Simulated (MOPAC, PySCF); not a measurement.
H14Ge4Si2, SMILES `[GeH2]([GeH2][GeH2][GeH2][SiH3])[SiH3]`, neutral singlet in the gas phase. 

Z-matrix (Å, degrees):
```
Ge
H 1 1.5408
H 1 1.5410 2 107.31
Ge 1 2.4220 2 109.24 3 -118.28
H 4 1.5408 1 109.26 2 -60.09
H 4 1.5409 5 107.32 1 118.33
Ge 1 2.4238 2 109.43 3 118.48
H 7 1.5402 1 108.90 2 62.05
H 7 1.5402 8 107.44 1 -117.61
Si 7 2.3801 8 110.32 9 -120.23
H 10 1.4944 7 109.48 8 -61.34
H 10 1.4945 11 108.73 7 119.47
H 10 1.4949 11 108.87 12 118.48
Ge 4 2.4238 5 109.50 6 118.49
H 14 1.5402 4 108.92 5 64.09
H 14 1.5402 15 107.42 4 -117.54
Si 14 2.3801 15 110.27 16 -120.22
H 17 1.4945 14 109.41 15 -60.50
H 17 1.4945 18 108.75 14 119.48
H 17 1.4950 18 108.90 19 118.53
```
Charge 0, multiplicity 1.

All levels are single points at this geometry (r2SCAN-D4/def2-SVP); Pople sets use spherical d functions. Orbital energies aren't observables, and empty levels follow the basis.

```csv
level,HOMO (eV),LUMO (eV),gap (eV),dipole (D),"vertical IE, Delta-SCF (eV)"
PBE-D3(BJ)/def2-TZVP in PySCF,-6.27,-1.63,4.64,0.00,8.25
r2SCAN-D4/def2-TZVP in PySCF,-6.49,-1.43,5.06,0.00,8.42
B3LYP/3-21G in PySCF,-6.97,-0.79,6.19,0.01,–
B3LYP/6-311+G** (LANL2DZ on Ge) in PySCF,-7.13,-0.97,6.17,0.01,–
B3LYP/6-31G* in PySCF,-6.82,-0.88,5.94,0.01,8.37
BP86/6-31G* in PySCF,-6.21,-1.54,4.67,0.01,–
PBE/6-31G* in PySCF,-6.12,-1.46,4.66,0.01,8.15
HF/3-21G in PySCF,-9.21,2.16,11.37,0.01,–
HF/6-31G* in PySCF,-9.16,2.31,11.48,0.01,8.22
HF/STO-3G in PySCF,-7.05,8.65,15.69,0.01,–
PM3 in MOPAC,-10.14,-3.09,7.05,0.02,–
PM6 in MOPAC,-9.12,-1.04,8.07,0.01,–
PM7 in MOPAC,-9.73,-3.00,6.73,0.02,–
```
